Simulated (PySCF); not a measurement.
All values below come from TPSSh-D3(BJ)/def2-TZVP // TPSS-D3(BJ)/def2-SVP in PySCF. Gas-phase values, no solvent. One relaxed conformer stands for a flexible species; it need not be the lowest. 

Reference species: [Zn(OH)2] (neutral, multiplicity 1).

The HOMO is -7.45 eV and the mean distance from the central atom to its bonded neighbours is 1.778 Å.

Changed species: [Zn(Cl)2] (0 of 2 Cl replaced by OH; the reference has 2 of 2 Cl replaced by OH).

### Question
What does the change do to the HOMO and mean distance from the central atom to its bonded neighbours?

### Answer
the HOMO drops by 0.94 eV, to -8.39 eV; the mean distance from the central atom to its bonded neighbours rises by 0.326 Å, to 2.104 Å.
